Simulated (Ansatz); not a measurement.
Basis-set series for `OP(O)[O][InH2]`. Total charge 0; spin multiplicity 1. In takes the def2 core potential. Geometry: relaxed with PBE0-D4/def2-TZVP. It is one conformer, not always the lowest.

| functional | basis | functions | energy (Eh) | HOMO (eV) | LUMO (eV) |
| --- | --- | --- | --- | --- | --- |
| PBE0-D4 | def2-TZVPP | 241 | -759.40999 | -7.04 | -1.13 |
| PBE0-D4 | def2-QZVPP | 443 | -759.43682 | -7.08 | -1.18 |
| ωB97M-V | def2-TZVPP | 241 | -759.64390 | -9.27 | 0.23 |
| ωB97M-V | def2-QZVPP | 443 | -759.66932 | -9.32 | 0.10 |

**Question.** Give the rows for def2-SVP. (An estimate is asked.)

**Answer.** Computed: 
```
functional     basis  functions  energy (Eh)  HOMO (eV)  LUMO (eV)
   PBE0-D4  def2-SVP        106   -758.98025      -6.89      -0.90
   ωB97M-V  def2-SVP        106   -759.20713      -9.09       0.66
```

Positive LUMOs are unbound and depend on the basis.
